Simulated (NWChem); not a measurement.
Mg cation, doublet

Computed with NWChem. Spin-unrestricted. No stability test was run on the SCF state. Fermi-contact couplings, non-relativistic, static geometry.

Problem. Predict the results for PBE0/def2-SVP. Quantities: A(iso) 25Mg atom 1 (MHz); <S²>.

Solution. 
```
Item                      Value
------------------------  -----
A(iso) 25Mg atom 1 (MHz)   -468
<S²>                      0.750
```
